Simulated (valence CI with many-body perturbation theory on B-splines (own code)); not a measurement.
**Level structure of Sm47+**

Level of theory: relativistic CI+MBPT: five valence electrons over a frozen Dirac-Fock core [Ne], radial functions for each j: 9 s, 9 p, 8 d, 6 f, 3 g, 1 h, with the one-electron correlation potential Σ1 (screened to all orders), the two-electron term Σ2, the three-electron term Σ3, Breit, model QED; selected single and double excitations, second order for the rest, scaled by the run's own slope (own B-spline code, finite nucleus).

The last digits are not significant, and no measured levels were compared; by estimate large intervals hold to a few tenths of a per cent, small ones and those within an open d or f shell to about a per cent. Among the levels kept, up to 1200 cm⁻¹ of a level comes from second order outside the variational space, and about a tenth of that is noise between levels of different J, which matters for small intervals.

Levels 1 to 34 of 34, with energies above the lowest level, (3s^2 3p1/2^2 3p3/2) J=3/2. "Leading %" is the weight of the configuration and term that name the level; weights of strongly mixed levels are sums over their largest components and can fall short, so below about 35 % the name and the second component can differ from the true leading terms, or belong to a minority configuration. In the jj column 3d3/2^4 stands for four electrons in 3d with j = 3/2. Lifetimes count E1, E2, E3, M1 and M2 decay at the calculated energies, and are blank where another channel may lead or the interval is too uncertain; long ones can be off by a factor of two.

```tsv
No.	Configuration	Term	J	E (Ry)	Leading %	Lifetime	g	Leading jj
1	3s2 3p3	2P°	3/2	0.000	46		1.366	3s^2 3p1/2^2 3p3/2 (99 %)
2	3s2 3p3	4S°	3/2	10.460	54	34.1 ns	1.449	3s^2 3p1/2 3p3/2^2 (98 %)
3	3s2 3p3	2D°	5/2	11.173	99	185 ns	1.191	3s^2 3p1/2 3p3/2^2 (99 %)
4	3s2 3p3	2P°	1/2	12.063	98	51.4 ns	0.654	3s^2 3p1/2 3p3/2^2 (98 %)
5	3s2 3p2 3d	2D	3/2	13.413	38	165 ps	0.779	3s^2 3p1/2^2 3d3/2 (98 %)
6	3s2 3p2 3d	2D	5/2	16.604	28	13.3 ps	1.219	3s^2 3p1/2^2 3d5/2 (92 %)
7	3s 3p4	4P	5/2	20.260	65	8.02 ps	1.452	3s 3p1/2^2 3p3/2^2 (87 %)
8	3s 3p4	2P	3/2	21.999	31	3.42 ps	1.150	3s 3p1/2^2 3p3/2^2 (71 %)
9	3s 3p4	2S	1/2	22.002	52	5.11 ps	2.123	3s 3p1/2^2 3p3/2^2 (84 %)
10	3s2 3p3	2P°	3/2	22.631	52	16.0 ns	1.295	3s^2 3p3/2^3 (98 %)
11	3s2 3p2 3d	2F	5/2	23.775	47	243 ps	0.956	3s^2 3p1/2 3p3/2 3d3/2 (98 %)
12	3s2 3p2 3d	4F	3/2	23.917	33	14.5 ps	0.915	3s^2 3p1/2 3p3/2 3d3/2 (93 %)
13	3s2 3p2 3d	4D	1/2	23.938	79	164 ps	0.207	3s^2 3p1/2 3p3/2 3d3/2 (98 %)
14	3s2 3p2 3d	2G	7/2	24.488	46	8.82 ns	1.045	3s^2 3p1/2 3p3/2 3d3/2 (95 %)
15	3s2 3p2 3d	2D	5/2	26.199	32	1.02 ps	1.200	3s^2 3p1/2 3p3/2 3d3/2 (83 %)
16	3s2 3p2 3d	4D	7/2	26.386	47	2.09 ns	1.305	3s^2 3p1/2 3p3/2 3d5/2 (99 %)
17	3s2 3p2 3d	4P	3/2	26.685	28	600 fs	1.263	3s^2 3p1/2 3p3/2 3d3/2 (78 %)
18	3s2 3p2 3d	2P	1/2	26.708	39	805 fs	1.673	3s^2 3p1/2 3p3/2 3d3/2 (88 %)
19	3s2 3p2 3d	2P	3/2	26.859	41	14.6 ps	1.355	3s^2 3p1/2 3p3/2 3d5/2 (89 %)
20	3s2 3p2 3d	2G	9/2	27.151	59	2.51 μs	1.193	3s^2 3p1/2 3p3/2 3d5/2 (99 %)
21	3s2 3p2 3d	2D	5/2	27.166	33	11.9 ps	1.145	3s^2 3p1/2 3p3/2 3d5/2 (88 %)
22	3s2 3p2 3d	2F	7/2	28.567	53	4.65 ps	1.107	3s^2 3p1/2 3p3/2 3d5/2 (92 %)
23	3s2 3p2 3d	2D	5/2	28.652	40	2.40 ps	1.238	3s^2 3p1/2 3p3/2 3d5/2 (88 %)
24	3s2 3p2 3d	2D	3/2	29.057	61	5.53 ps	0.932	3s^2 3p1/2 3p3/2 3d5/2 (93 %)
25	3s2 3p2 3d	2P	1/2	29.242	51	3.89 ps	1.264	3s^2 3p1/2 3p3/2 3d5/2 (90 %)
26	3s 3p4	4P	3/2	31.631	59	2.61 ps	1.428	3s 3p1/2 3p3/2^3 (80 %)
27	3s 3p4	2D	5/2	32.561	63	2.69 ps	1.281	3s 3p1/2 3p3/2^3 (80 %)
28	3s 3p3 3d	4D°	5/2	33.266	28	43.9 ps	1.289	3s 3p1/2^2 3p3/2 3d3/2 (92 %)
29	3s 3p3 3d	6D°	3/2	33.398	29	26.1 ps	1.309	3s 3p1/2^2 3p3/2 3d3/2 (93 %)
30	3s 3p3 3d	4P°	1/2	33.489	42	48.1 ps	2.515	3s 3p1/2^2 3p3/2 3d3/2 (93 %)
31	3s 3p4	2P	1/2	33.776	44	1.35 ps	1.341	3s 3p1/2 3p3/2^3 (71 %)
32	3s 3p3 3d	4F°	7/2	33.784	24	51.8 ps	1.300	3s 3p1/2^2 3p3/2 3d3/2 (84 %)
33	3s 3p4	2P	3/2	33.895	44	1.22 ps	1.140	3s 3p1/2 3p3/2^3 (75 %)
34	3s 3p3 3d	4F°	3/2	34.863	25	5.25 ps	0.993	3s 3p1/2^2 3p3/2 3d3/2 (76 %)
```

The ionisation energy to 3s2 3p2 3P_0 of the next ion comes out as 3974.1 eV (NIST: 3971 ± 4 eV (theoretical)). All 34 levels together are meant to be complete up to 35.127 Ry.
